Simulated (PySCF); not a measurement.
Se(Me)(OSiH3) (CH6OSeSi), SMILES C[Se]O[SiH3]. Atoms are numbered in the order given.

```xyz
10

Se    -0.8003    -0.1067     0.5051
C     -0.8049     1.8354     0.4027
H     -1.8414     2.1511     0.5971
H     -0.4955     2.1718    -0.5957
H     -0.1413     2.2399     1.1784
O      1.0116    -0.3246     0.2943
Si     1.5235    -0.6515    -1.2805
H      0.9683    -1.9377    -1.7823
H      3.0048    -0.7331    -1.2042
H      1.1230     0.4422    -2.2104
```
Charge 0, spin multiplicity 1.

Geometry optimised at TPSSh-D3(BJ)/def2-SVP. This is a generated structure with no PubChem entry under its InChIKey; it may be hypothetical. The values are those of a single conformer.

Computed with PySCF with PBE/def2-TZVP.

ESP charges are fitted to the potential on shells at 1.4 to 2.0 van der Waals radii. Atomic charges (e):

```csv
atom,ESP fit,Mulliken
Se1,0.08,…
C2,-0.71,-0.41
H3,0.27,…
H4,0.23,…
H5,0.24,…
O6,-0.24,-0.39
Si7,0.30,…
H8,-0.06,-0.03
H9,-0.04,-0.03
H10,-0.07,-0.04
```

Problem. What belongs in the gaps? (Estimate from the structure and the level; the computed values follow.)

Solution. 
- Se1, Mulliken: 0.18
- H3, Mulliken: 0.14
- H4, Mulliken: 0.15
- H5, Mulliken: 0.15
- Si7, Mulliken: 0.29

Problem. Give the Mayer and Wiberg (Löwdin basis) orders of the bonds. (Estimate from the structure and the level; the computed values follow.)

Solution. 
| bond | Mayer | Wiberg |
|---|---|---|
| Se1–C2 | 1.06 | 1.50 |
| C2–H3 | 0.94 | 0.92 |
| C2–H4 | 0.95 | 0.93 |
| C2–H5 | 0.95 | 0.93 |
| Se1–O6 | 0.94 | 1.39 |
| O6–Si7 | 1.11 | 1.61 |
| Si7–H8 | 0.94 | 0.97 |
| Si7–H9 | 0.94 | 0.96 |
| Si7–H10 | 0.93 | 0.97 |
